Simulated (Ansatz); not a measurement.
`C[Si](C)(C)[Si](C)(C)[Si](C)(C)C`: single points at one geometry.

```yaml
crystal:
  periodic: [false, false, false]
  atoms:
    - {symbol: C, position_ang: [2.149254, -0.864125, 1.638458]}
    - {symbol: Si, position_ang: [1.969199, -0.149670, -0.115622]}
    - {symbol: C, position_ang: [2.150607, -1.551315, -1.388457]}
    - {symbol: C, position_ang: [3.347497, 1.130055, -0.407400]}
    - {symbol: Si, position_ang: [-0.128480, 0.895114, -0.372158]}
    - {symbol: C, position_ang: [-0.150312, 2.519342, 0.635983]}
    - {symbol: C, position_ang: [-0.397422, 1.294255, -2.222377]}
    - {symbol: Si, position_ang: [-1.876513, -0.494383, 0.383724]}
    - {symbol: C, position_ang: [-1.703362, -2.242597, -0.346673]}
    - {symbol: C, position_ang: [-3.544144, 0.242528, -0.162609]}
    - {symbol: C, position_ang: [-1.841932, -0.598839, 2.282533]}
    - {symbol: H, position_ang: [3.162971, -1.290913, 1.792020]}
    - {symbol: H, position_ang: [1.410665, -1.672031, 1.819281]}
    - {symbol: H, position_ang: [1.990211, -0.082234, 2.409379]}
    - {symbol: H, position_ang: [3.137826, -2.051042, -1.293080]}
    - {symbol: H, position_ang: [2.068197, -1.159297, -2.423136]}
    - {symbol: H, position_ang: [1.363563, -2.321553, -1.256555]}
    - {symbol: H, position_ang: [3.273202, 1.572492, -1.422241]}
    - {symbol: H, position_ang: [3.286740, 1.958663, 0.327915]}
    - {symbol: H, position_ang: [4.351190, 0.663907, -0.312865]}
    - {symbol: H, position_ang: [0.016920, 2.316329, 1.713713]}
    - {symbol: H, position_ang: [0.645380, 3.212796, 0.292556]}
    - {symbol: H, position_ang: [-1.124682, 3.041624, 0.535824]}
    - {symbol: H, position_ang: [0.406758, 1.952457, -2.612602]}
    - {symbol: H, position_ang: [-0.400475, 0.365579, -2.829202]}
    - {symbol: H, position_ang: [-1.367571, 1.809076, -2.382714]}
    - {symbol: H, position_ang: [-2.563989, -2.881828, -0.056752]}
    - {symbol: H, position_ang: [-1.661149, -2.213065, -1.454965]}
    - {symbol: H, position_ang: [-0.777779, -2.736973, 0.013620]}
    - {symbol: H, position_ang: [-3.680385, 1.266209, 0.243211]}
    - {symbol: H, position_ang: [-4.391616, -0.380042, 0.194920]}
    - {symbol: H, position_ang: [-3.611131, 0.305478, -1.268286]}
    - {symbol: H, position_ang: [-0.884381, -1.023796, 2.646685]}
    - {symbol: H, position_ang: [-2.666491, -1.239110, 2.661466]}
    - {symbol: H, position_ang: [-1.958377, 0.406890, 2.736387]}
basis:
  gaussian: {orbitals: def2-TZVP, fitting: {mean_field: def2-universal-jkfit}}
magnetization: {spin_polarized: true, initial_magnetization: 2}
hamiltonian: {xc: pbe0, dispersion: d4}
scf: {omitted_lower_state_checks: [starts]}
output: {orbitals: {seedname: orbitals}}
```

The file start.molden holds the orbitals of an earlier run on this structure, at another level or in another basis.

```sh
$ ansatz run in.yaml --threads 2 --pin off --events-out ev --progress --plain --max-ram 32768MiB --backend cuda --devices 0, --max-vram 18GiB
```

Shortened log:

```
Functional definition: PBE0
1416 factors; integrals over basis functions are off by at most 3.6e-1 eV
mean field evaluation 1: about -32267.9452 eV, gradient 8.7e1 eV
mean field evaluation 2: about -32256.9504 eV, gradient 9.2e1 eV
mean field evaluation 4: about -32301.4350 eV, gradient 4.0e0 eV
mean field evaluation 8: about -32301.5196 eV, gradient 6.4e-2 eV
mean field evaluation 16: about -32301.5198 eV, gradient 1.6e-2 eV
mean field -32301.76078807 eV, -1187.0678140418 hartree, gradient 8.6e-6 eV, S^2 2.004914; 0 other end points of the search recorded, 0 dependent functions left out
reference -32301.76084511 eV, -1187.0678161380 hartree; 58, 56 occupied and 445, 447 virtual orbitals, 1416 factors
Total energy: -32302.70509513 eV, -1187.1025166861 hartree
Checks for a lower state left out: starts
```

It took 12 s on 2 threads of AMD EPYC 7R13 on a shared host and a share (18 GiB) of an NVIDIA H100 80GB HBM3, peak host memory 1.1 GiB.

As the first input, with `gaussian: {orbitals: def2-TZVP, fitting: {mean_field: def2-universal-jkfit}, initial_orbitals: start.molden}`, `hamiltonian: {xc: pbe, dispersion: d4}` (abridged; 6.5 s):

```
Functional definition: PBE
mean field evaluation 16: about -32297.8443 eV, gradient 4.0e-6 eV
mean field -32297.84430104 eV, -1186.9238857979 hartree, gradient 4.1e-6 eV, S^2 2.003612
Total energy: -32298.91319975 eV, -1186.9631671010 hartree
Checks for a lower state left out: starts
```

Geometry: PBE-D4/def2-SVP, that of the neutral singlet.

Single mean-field runs in def2-TZVP are fitted with def2-universal-jkfit. At PBE0-D4/def2-TZVP a singlet of charge 0 lies 5.11 eV below the triplet at the same geometry.
